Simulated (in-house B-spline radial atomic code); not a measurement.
A calculation on Sb V (Sb4+) (an excited or competing configuration): its settings, and results tabulated from the run. Computed with an all-electron radial atomic-structure program (B-spline basis): scalar-relativistic (X2C) AM05, spin-polarised, spherical fractional occupations, Fermi nucleus of rms radius 4.6802 fm.

Command:
```bash
python run_scf.py task.json out
```
Settings (nuclear radius in fm, mass in u):
```
Z                51
configuration    [Ar] 3d10 4s2 4p5 4d10 5s1 5d1
hamiltonian      x2c
method           am05
spin_polarised   True
nucleus          fermi
rms_radius       4.6802
atomic_mass      120.90381
speed_of_light   137.035999084
```

Output (hartree, bohr):
```
 radial grid: 70 intervals, B-splines of order 8, outer radius 30.8511 bohr

 iter        energy (Eh)    residual
    1       -6448.540213    7.56e-01
    2       -6458.241315    6.26e-01
    3       -6466.568066    1.29e-01
    4       -6466.938555    3.11e-02
    5       -6466.952696    1.39e-02
    6       -6466.956008    4.83e-03
    7       -6466.956599    3.65e-04
    8       -6466.956602    1.81e-05
    9       -6466.956602    5.32e-07
   10       -6466.956602    3.52e-08

 total energy                     -6466.95660
 kinetic                            6823.3194
 electron-nucleus                 -15617.8016
 Hartree                            2491.7507
 exchange-correlation               -164.2251

 orbital      occ     eigenvalue          <r>       <r^2>       <1/r>       r_max
 1s up      1.000     -1112.4966     0.027855  0.00106087     56.8324     0.01766
 1s down    1.000     -1112.4815    0.0278549  0.00106086     56.8327     0.01766
 2s up      1.000      -171.1355     0.122209   0.0176729     12.9037      0.1037
 2s down    1.000      -171.1244     0.122208   0.0176724     12.9037      0.1037
 2p up      3.000      -154.0364     0.106877   0.0139602     11.9709     0.08275
 2p down    3.000      -154.0221     0.106878   0.0139603     11.9708     0.08276
 3s up      1.000       -35.2325      0.33066    0.125134     4.52807      0.3004
 3s down    1.000       -35.2173     0.330608    0.125084     4.52836      0.3004
 3p up      3.000       -29.6433     0.328684    0.125446     4.22969      0.2936
 3p down    3.000       -29.6266     0.328617    0.125382     4.23016      0.2936
 3d up      5.000       -21.0449     0.305476    0.110661     3.97758       0.244
 3d down    5.000       -21.0280     0.305378    0.110573     3.97833       0.244
 4s up      1.000        -7.4783     0.784811     0.69615     1.79933      0.7206
 4s down    1.000        -7.4267     0.785188    0.696738     1.79798      0.7208
 4p up      3.000        -5.7424     0.841087    0.806167     1.62945      0.7584
 4p down    2.000        -5.6921     0.841337    0.806356      1.6282      0.7588
 4d up      5.000        -3.1837     0.983312     1.12839     1.34803      0.8342
 4d down    5.000        -3.1335     0.980912     1.12128     1.34961      0.8349
 5s up      1.000        -2.0428      1.88246     3.95691    0.700399       1.725
 5d up      1.000        -1.0411       2.7532     8.50749    0.469692       2.519
```

Cost of the run: 0.14 s on 1 thread of Arm Neoverse V2 (shared host).

One-electron X2C: radii and densities carry no picture-change correction, so inner-shell <1/r> comes out high (for 1s by about 2 % at Z = 33, 5 % at 54, 10 % at 75, 30 % at 118) and <r> low.
